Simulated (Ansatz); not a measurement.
Basis sets compared for the cluster Zn₂O₂⁺ (the lowest doublet isomer of a short search). Charge 1, multiplicity 2. Geometry PBE-D4/def2-SVP. Ansatz on 4 threads of Arm Neoverse V2 on a shared host; times are rough, and most runs start from earlier orbitals.

```xyz
4

Zn   -0.897   -0.758    1.129
Zn    1.201    0.525    0.966
O    -0.692   -0.210   -1.007
O     0.388    0.443   -1.088
```

The structure holds one bond between oxygen atoms, so isomers without such links may lie far lower. At PBE0-D4/def2-SVP, PBE0-D4/def2-TZVP the charge 1 doublet is spin-contaminated (final ⟨S²⟩ up to 0.84, 0.75 for a pure state). The structure comes from a short search, and lower isomers may exist.

| level | functions | energy (Eh) | HOMO (eV) | LUMO (eV) | wall time |
| --- | --- | --- | --- | --- | --- |
| PBE-D4/def2-SVP | 90 | -3707.5476 | -11.33 | -9.65 | 1.5 s |
| PBE0-D4/def2-SVP | 90 | -3707.5731 | -12.02 | -8.76 | 2 s |

**Question.** Estimate the rows for PBE-D4/def2-TZVP (with forces), PBE0-D4/def2-TZVP.

**Answer.** 
| level | functions | energy (Eh) | HOMO (eV) | LUMO (eV) | wall time |
| --- | --- | --- | --- | --- | --- |
| PBE-D4/def2-TZVP (with forces) | 158 | -3708.2562 | -11.66 | -9.94 | 3.1 s |
| PBE0-D4/def2-TZVP | 158 | -3708.2628 | -12.27 | -8.97 | 4.7 s |
